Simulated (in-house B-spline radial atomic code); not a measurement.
Configurations of Ge4+, with energies counted from [Ar] 3d10. Level of theory: non-relativistic TPSS, spin-polarised, spherical fractional occupations, point nucleus; calculated with an all-electron radial atomic-structure program (B-spline basis). Shells without spins written out take the highest spin.

Occupations are held fixed; configurations that lie above the ionisation limit could autoionise.

```
                         configuration  E - E(ref) (eV)  highest orbital  its <r> (bohr)
                          [Ar] 3d9 4s1           29.948            4s up           1.732
[Ar] 3d(5 up, 4 down) 4p(1 up, 0 down)            41.35            4p up           1.936
                 [Ne] 3s2 3p5 3d10 4s1           115.85            4s up           1.729
                 [Ne] 3s2 3p5 3d10 4p1           127.28            4p up           1.933
```

Problem. Order these further configurations by energy, lowest first.
A. [Ar] 3d(4 up, 5 down) 4f(0 up, 1 down)
B. [Ar] 3d9 4d1
C. [Ne] 3s2 3p5 3d10 4d1
D. [Ne] 3s2 3p(3 up, 2 down) 3d10 4f(1 up, 0 down)
E. [Ar] 3d(4 up, 5 down) 4d(1 up, 0 down)

Solution. B (57.726 eV), E (57.848 eV), A (69.294 eV), C (143.72 eV), D (155.31 eV).
